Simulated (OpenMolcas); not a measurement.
## Br5+: effect of the level shift or regulariser

```
Program             : OpenMolcas
Basis               : ANO-RCC-VTZP [6s5p3d1f]
Scalar Hamiltonian  : DKH2, point nucleus
Active space        : 2 electrons in 4 orbitals (4s 4p)
State averaging     : 2S+1 = 3 even, 3 roots; 2S+1 = 1 even, 7 roots; 2S+1 = 3 odd, 3 roots; 2S+1 = 1 odd, 3 roots
Spin-orbit coupling : state interaction with AMFI integrals over the reference wave functions, term energies averaged over their components
```

Methods on the same reference wave functions:
A. CASSCF
B. MS-CASPT2, IPEA 0.25 Eh, imaginary shift 0.1 Eh (closed shells correlated: 3d)
C. MS-CASPT2, IPEA 0.25 Eh, real shift 0.2 Eh (closed shells correlated: 3d)

Energies in cm-1 above 4s2 1S0, the measured ground level; measured values from Moore, Atomic Energy Levels, vol. II, NSRDS-NBS 35 (1971 reprint of NBS Circular 467, 1952).

```tsv
Level	A	B	C	Measured
4s2 1S0	0.0	0.0	0.0	0.0
4s 4p 3P* 0	100727	101087	101089	104316
4s 4p 3P* 1	102715	103052	103054	106431
4s 4p 3P* 2	107101	107461	107463	111336
4s 4p 1P* 1	161958	154297	154355	151274
4p2 3P0	242351	242367	242369	244136
4p2 3P1	245059	245203	245204	247406
4p2 3P2 [66 %]	248606	247259	247401	253892
4p2 1D2 [66 %]	263250	253417	253710	
4p2 1S0	294982	286604	286656
```

Deviations, from unrounded energies. A percentage is the sum of absolute deviations over the sum of measured energies, with the sign that they share, or ± where signs differ.

```csv
Against measurement,Levels,A,B,C
mean absolute deviation (cm-1),7,4500,3400,3400
other configurations (%),7,±2.6,±2.0,±2.0
```

B, C lie about equally close to measurement and A furthest from it. The largest miss of C in the table is 4p2 3P2 [66 %], by -6500 cm-1. The ranking rests on the paired levels alone, and a cruder setting can come out closer through cancelling errors.

Between B and C the level of the table that moves most is 4p2 1D2 [66 %], by 290 cm-1 (lowest in B, highest in C).

The lowest spin-free term lies below A's lowest term by 0.039 hartree in B, 0.039 hartree in C.

Over all roots computed the reference weight is 0.94 to 0.99 in B; the roots of lowest weight are the least certain, and an intruder state may touch them. The ¹D term of p² mixes with s d, which this space lacks. Computed and measured levels are paired by configuration, term and J; levels that our copy of the source lacks, or whose pairing is in doubt (as where it misses far off the trend of its configuration), stay unpaired and out of the deviations. Levels of configurations outside the active space are missing.

A share in square brackets marks a mixed level and gives the weight of the term that names it, the lowest over the columns. * marks odd parity.
